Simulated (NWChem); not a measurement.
System: CH$_{3}$F$_{3}$OSi; SMILES OC[Si](F)(F)F

Parts of the log:

```
             Northwest Computational Chemistry Package (NWChem) 7.3.0
             --------------------------------------------------------

 C1  symmetry detected

                             Geometry "geometry" -> ""
                             -------------------------

 Output coordinates in angstroms (scale by  1.889725989 to convert to a.u.)

  No.       Tag          Charge          X              Y              Z
 ---- ---------------- ---------- -------------- -------------- --------------
    1 O                    8.0000     0.08786606     2.30312183    -0.07535421
    2 C                    6.0000    -0.86281958     1.23734170    -0.17597929
    3 Si                  14.0000    -0.00929819    -0.42028856    -0.01419884
    4 F                    9.0000     0.90954900    -0.77301896    -1.26838140
    5 F                    9.0000    -1.04946841    -1.61819214     0.17319354
    6 F                    9.0000     0.93360183    -0.37733738     1.27753802
    7 H                    1.0000     0.46381696     2.28525523     0.81893644
    8 H                    1.0000    -1.67646374     1.33506169     0.56085319
    9 H                    1.0000    -1.32633143     1.33163445    -1.16344779

 Effective nuclear repulsion energy (a.u.)     338.8282665632

                                 NWChem DFT Module
                                 -----------------

 Summary of "ao basis" -> "ao basis" (spherical)
 ------------------------------------------------------------------------------
       Tag                 Description            Shells   Functions and Types
 ---------------- ------------------------------  ------  ---------------------
 O                         def2-tzvp                11       31   5s3p2d1f
 C                         def2-tzvp                11       31   5s3p2d1f
 Si                        def2-tzvp                13       37   5s5p2d1f
 F                         def2-tzvp                11       31   5s3p2d1f
 H                         def2-tzvp                 4        6   3s1p

            General Information
            -------------------
          SCF calculation type: DFT
          Wavefunction type:  closed shell.
          No. of atoms     :     9
          No. of electrons :    58
           Alpha electrons :    29
            Beta electrons :    29
          Charge           :     0
          Spin multiplicity:     1
          Use of symmetry is: off; symmetry adaption is: off
          Maximum number of iterations: 150
          AO basis - number of functions:   210
                     number of shells:    80
          Convergence on energy requested:  1.00D-06
          Convergence on density requested:  1.00D-05
          Convergence on gradient requested:  5.00D-04

              XC Information
              --------------
                     Hartree-Fock (Exact) Exchange  1.000
                   CAM-Becke88 Exchange Functional  1.000
                      VWN V Correlation Functional  0.190 local
              Lee-Yang-Parr Correlation Functional  0.810

           Range-Separation Parameters
           ---------------------------
           Alpha           :  0.19
           Beta            :  0.46
           Gamma           :  0.33
           Short-Range HF  :     F

             Grid Information
             ----------------
          Grid used for XC integration:  medium
          Radial quadrature: Mura-Knowles
          Angular quadrature: Lebedev.
          Tag              B.-S. Rad. Rad. Pts. Rad. Cut. Ang. Pts.
          ---              ---------- --------- --------- ---------
          O                   0.60       49          10.0       434
          C                   0.70       49           8.0       434
          Si                  1.10       88          10.0       590
          F                   0.50       49          11.0       434
          H                   0.35       45          10.0       434
          Grid pruning is: on
          Number of quadrature shells:   468
          Spatial weights used:  Erf1

      Superposition of Atomic Density Guess
      -------------------------------------

 Sum of atomic energies:        -701.04470866

      Non-variational initial energy
      ------------------------------

 Total energy =    -702.690443
 1-e energy   =   -1647.727334
 2-e energy   =     606.208624
 HOMO         =      -0.348000
 LUMO         =       0.038538

     ---------------------------------------------
      Total Density - Mulliken Population Analysis
     ---------------------------------------------

    Atom       Charge   Shell Charges
 -----------   ------   -------------------------------------------------------
    1 O    8     8.67   0.79  1.18  0.59  0.94  0.26  1.96  2.13  0.79  0.00  0.02  0.00
    2 C    6     6.21   0.86  1.12  0.53  0.66  0.13  1.11  1.31  0.39  0.02  0.07  0.01
    3 Si  14    12.37   2.00  0.59  1.39  0.71  0.22  4.10  1.74  0.45  0.56  0.10  0.24  0.17  0.12
    4 F    9     9.50   0.77  1.20  0.61  1.01  0.31  2.36  2.35  0.87  0.00  0.01  0.00
    5 F    9     9.50   0.77  1.20  0.61  1.01  0.31  2.36  2.35  0.88  0.00  0.01  0.00
    6 F    9     9.50   0.77  1.20  0.61  1.01  0.31  2.36  2.35  0.88  0.00  0.01  0.00
    7 H    1     0.56   0.20  0.26  0.06  0.04
    8 H    1     0.84   0.24  0.45  0.13  0.02
    9 H    1     0.84   0.24  0.45  0.13  0.02

   convergence    iter        energy       DeltaE   RMS-Dens  Diis-err
 ---------------- ----- ----------------- --------- --------- ---------
 d= 0,ls=0.0,diis     1   -704.3051577722 -1.04D+03  4.87D-03  1.92D+00
 d= 0,ls=0.0,diis     2   -704.3173453581 -1.22D-02  2.34D-03  1.92D+00
 d= 0,ls=0.0,diis     3   -704.4552085709 -1.38D-01  4.43D-04  7.10D-02
 d= 0,ls=0.0,diis     4   -704.4598517414 -4.64D-03  1.10D-04  1.62D-03
 d= 0,ls=0.0,diis     5   -704.4599799453 -1.28D-04  3.63D-05  1.91D-04
  Resetting Diis
 d= 0,ls=0.0,diis     6   -704.4599948450 -1.49D-05  1.26D-05  2.51D-05
 d= 0,ls=0.0,diis     7   -704.4599969750 -2.13D-06  3.87D-06  6.71D-07
 d= 0,ls=0.0,diis     8   -704.4599970144 -3.94D-08  1.25D-06  5.45D-07

         Total DFT energy =     -704.459997014365
      One electron energy =    -1651.092790121175
           Coulomb energy =      675.366329856801
    Exchange-Corr. energy =      -67.561803313157
 Nuclear repulsion energy =      338.828266563166

 Numeric. integr. density =       57.999998883822

                       DFT Final Molecular Orbital Analysis
                       ------------------------------------

 Vector   27  Occ=2.000000D+00  E=-5.008575D-01
              MO Center= -1.2D-02,  8.2D-01, -5.7D-02, r^2= 3.4D+00
   Bfn.  Coefficient  Atom+Function         Bfn.  Coefficient  Atom+Function
  ----- ------------  ---------------      ----- ------------  ---------------
   106      0.200885  4 F  py               168      0.187448  6 F  py
     7      0.186185  1 O  py                37     -0.161703  2 C  px
   109      0.161155  4 F  py                10      0.154807  1 O  py
   171      0.152608  6 F  py                 6     -0.147721  1 O  px
    38      0.138918  2 C  py                40     -0.121594  2 C  px

 Vector   28  Occ=2.000000D+00  E=-4.296354D-01
              MO Center= -3.5D-01,  1.7D+00, -1.6D-01, r^2= 2.1D+00
   Bfn.  Coefficient  Atom+Function         Bfn.  Coefficient  Atom+Function
  ----- ------------  ---------------      ----- ------------  ---------------
     8      0.279591  1 O  pz                11      0.217782  1 O  pz
    39     -0.176316  2 C  pz               206      0.162231  9 H  s
     5     -0.145738  1 O  s                 38      0.142641  2 C  py
    14      0.141332  1 O  pz                 6     -0.140381  1 O  px
   194      0.134654  7 H  s                200     -0.132014  8 H  s

 Vector   29  Occ=2.000000D+00  E=-3.622218D-01
              MO Center= -2.4D-01,  1.7D+00, -5.1D-02, r^2= 2.0D+00
   Bfn.  Coefficient  Atom+Function         Bfn.  Coefficient  Atom+Function
  ----- ------------  ---------------      ----- ------------  ---------------
     6      0.275165  1 O  px                 7     -0.274659  1 O  py
     9      0.223396  1 O  px                10     -0.224161  1 O  py
    66     -0.206254  3 Si s                 13     -0.205172  1 O  py
    12      0.190646  1 O  px                38      0.141006  2 C  py
    78     -0.137118  3 Si py               200      0.135371  8 H  s

 Vector   30  Occ=0.000000D+00  E= 4.117461D-02
              MO Center=  1.3D-01,  1.5D+00,  6.3D-01, r^2= 4.7D+00
   Bfn.  Coefficient  Atom+Function         Bfn.  Coefficient  Atom+Function
  ----- ------------  ---------------      ----- ------------  ---------------
    36      1.389157  2 C  s                195     -0.974671  7 H  s
   201     -0.879129  8 H  s                 67     -0.871596  3 Si s
     5      0.782778  1 O  s                207     -0.559447  9 H  s
    43     -0.410443  2 C  px                44     -0.363020  2 C  py
   166      0.354609  6 F  s                 14      0.238943  1 O  pz

 Vector   31  Occ=0.000000D+00  E= 6.470044D-02
              MO Center= -1.1D+00, -1.2D-01, -3.0D-01, r^2= 5.2D+00
   Bfn.  Coefficient  Atom+Function         Bfn.  Coefficient  Atom+Function
  ----- ------------  ---------------      ----- ------------  ---------------
    36      2.400263  2 C  s                 67     -1.539569  3 Si s
   201     -1.210110  8 H  s                207     -1.175987  9 H  s
   135      0.649293  5 F  s                  5     -0.563151  1 O  s
    80      0.377102  3 Si px                81      0.360354  3 Si py
   104      0.327574  4 F  s                166      0.240177  6 F  s

 Vector   32  Occ=0.000000D+00  E= 9.455306D-02
              MO Center= -1.2D-01, -9.6D-02, -2.3D-02, r^2= 4.8D+00
   Bfn.  Coefficient  Atom+Function         Bfn.  Coefficient  Atom+Function
  ----- ------------  ---------------      ----- ------------  ---------------
    36      1.016481  2 C  s                 82     -0.967990  3 Si pz
    80      0.627380  3 Si px               104     -0.499952  4 F  s
   207     -0.494680  9 H  s                 81     -0.264951  3 Si py
   195     -0.208512  7 H  s                 79     -0.192127  3 Si pz
    66      0.152552  3 Si s                200      0.149399  8 H  s

     ---------------------------------------------
      Total Density - Mulliken Population Analysis
     ---------------------------------------------

    Atom       Charge   Shell Charges
 -----------   ------   -------------------------------------------------------
    1 O    8     8.44   0.79  1.18  0.59  0.90  0.33  1.91  1.87  0.84  0.00  0.03  0.00
    2 C    6     6.18   0.85  1.12  0.51  0.62  0.12  1.30  1.22  0.34  0.02  0.07  0.01
    3 Si  14    13.06   2.00  0.57  1.40  0.79  0.14  4.13  1.68  0.62  0.73  0.12  0.39  0.32  0.18
    4 F    9     9.29   0.77  1.20  0.61  0.96  0.35  2.29  2.12  0.97  0.00  0.01  0.00
    5 F    9     9.30   0.77  1.20  0.61  0.96  0.36  2.29  2.12  0.97  0.00  0.01  0.00
    6 F    9     9.30   0.77  1.20  0.61  0.96  0.36  2.30  2.12  0.98  0.00  0.01  0.00
    7 H    1     0.68   0.26  0.34  0.04  0.05
    8 H    1     0.87   0.27  0.48  0.10  0.02
    9 H    1     0.86   0.27  0.48  0.09  0.02

     -------------------------------------------
      Total Density - Lowdin Population Analysis
     -------------------------------------------

    Atom       Charge   Shell Charges
 -----------   ------   -------------------------------------------------------
    1 O    8     8.05   0.87  1.09  0.53  0.58  0.31  1.75  1.88  0.97  0.00  0.07  0.00
    2 C    6     6.44   0.91  1.04  0.37  0.35  0.19  1.13  1.38  0.60  0.03  0.39  0.05
    3 Si  14    14.08   2.00  0.83  1.08  0.43  0.22  3.85  1.87  0.67  0.80  0.36  0.44  0.94  0.60
    4 F    9     8.96   0.86  1.10  0.59  0.70  0.39  2.15  2.14  1.01  0.00  0.01  0.00
    5 F    9     8.96   0.86  1.10  0.59  0.71  0.39  2.15  2.14  1.02  0.00  0.01  0.00
    6 F    9     8.97   0.86  1.10  0.59  0.70  0.39  2.15  2.14  1.02  0.00  0.01  0.00
    7 H    1     0.82   0.25  0.31  0.11  0.15
    8 H    1     0.87   0.25  0.39  0.16  0.06
    9 H    1     0.86   0.25  0.39  0.16  0.06

     Multipole analysis of the density
     ---------------------------------

     L   x y z        total         alpha         beta         nuclear
     -   - - -        -----         -----         ----         -------
     0   0 0 0     -0.000000    -29.000000    -29.000000     58.000000

     1   1 0 0     -0.528305     -0.264153     -0.264153     -0.000000
     1   0 1 0      0.366875      0.183437      0.183437     -0.000000
     1   0 0 1      0.366147      0.183073      0.183073      0.000000

     2   2 0 0    -29.313725    -76.288099    -76.288099    123.262473
     2   1 1 0     -0.970031      2.890829      2.890829     -6.751689
     2   1 0 1      1.069636     -0.462000     -0.462000      1.993635
     2   0 2 0    -32.651172   -182.555885   -182.555885    332.460598
     2   0 1 1      2.278901      0.384046      0.384046      1.510809
     2   0 0 2    -29.343440    -71.828214    -71.828214    114.312988
```

Level: CAM-B3LYP/def2-TZVP. The geometry was optimised at B3LYP/6-31G* (spherical d).

Reconstruct the input file.

Several could match; the one computed here: the input that was run:
```
start job
memory heap 200 mb stack 900 mb global 1100 mb
geometry units angstroms noautoz
  O      0.192202     2.311461    -0.063970
  C     -0.809938     1.291442    -0.135332
  Si    -0.028483    -0.405036    -0.018284
  F      0.824442    -0.788569    -1.309444
  F     -1.115051    -1.555458     0.200673
  F      0.964082    -0.416864     1.236373
  H      0.600833     2.268449     0.814998
  H     -1.589427     1.419967     0.633021
  H     -1.305997     1.415643    -1.103489
end
basis spherical
  * library def2-tzvp
end
dft
  xc xcamb88 1.00 lyp 0.81 vwn_5 0.19 hfexch 1.00
  cam 0.33 cam_alpha 0.19 cam_beta 0.46
  iterations 150
  semidirect filesize 400000000
  mulliken
end
task dft energy
```
